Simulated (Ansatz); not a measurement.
The same bond dissociation along the group B, Ga, In.

Program: Ansatz. Geometries: PBE0-D4/def2-TZVP. ΔE: electronic, gas phase. CBS: MP2 limit from def2 TZ/QZ plus the TZ coupled-cluster correction, frozen cores. This one scheme is used for every species, atoms too. Functionals use def2-TZVPP. No spin–orbit coupling; open shells (•) take unrestricted orbitals. Spin–orbit coupling would lower the free atoms: clearly for Br. def2 core potentials past Kr. Bonds to Br, Ga, In are less sure, by a few kJ/mol each and by 10 to 20 or more in all where they break to atoms, as the def2 sets lack core-valence functions. Scalar relativity is left out up to krypton.

```csv
reaction,PBE0-D4 (eV),B2PLYP (eV),B97M-V (eV),CCSD(T)/CBS(def2) (eV)
`BBr` → Br• + `[BH2]`•,4.88,4.79,4.90,4.99
`[GaH2][Br]` → Br• + `[GaH2]`•,4.27,4.20,4.28,4.48
`[Br][InH2]` → Br• + `[InH2]`•,3.92,3.84,3.95,4.13
```

Largest T1 diagnostic: 0.018, for `[InH2]`•.
